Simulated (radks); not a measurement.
Question: Coherent X-ray form factor from a spherical all-electron density. Calculated with a radial shooting solver on a logarithmic mesh with Libxc functionals: scalar-relativistic Kohn-Sham, PBEsol, spin-unpolarised, spherical densities, finite nucleus; Fermi nuclear charge, rms radius of each element as measured or else 0.836 A^(1/3) + 0.57 fm.

| sin(theta)/lambda (1/angstrom) | f0 (electrons) |
|---|---|
| 0.05 | 52.310 |
| 0.1 | 50.399 |
| 0.15 | 47.665 |
| 0.2 | 44.575 |
| 0.25 | 41.503 |
| 0.3 | 38.661 |
| 0.4 | 33.851 |
| 0.5 | 29.946 |
| 0.6 | 26.637 |
| 0.8 | 21.534 |
| 1 | 18.207 |
| 1.25 | 15.431 |
| 1.5 | 13.137 |
| 2 | 9.184 |

The species is in the configuration that NIST lists as its ground one. Which atom or ion scatters so?

Answer: The barium ion Ba3+, [Kr] 4d10 5s2 5p5. Extrapolating in s^2 from the first two rows gives f0(0) = 52.9, near the electron count 53; among species with that count, the fall with angle is slower the higher Z, and the table is that of Z = 56; from so few rows the species is fixed only to a neighbour or two.
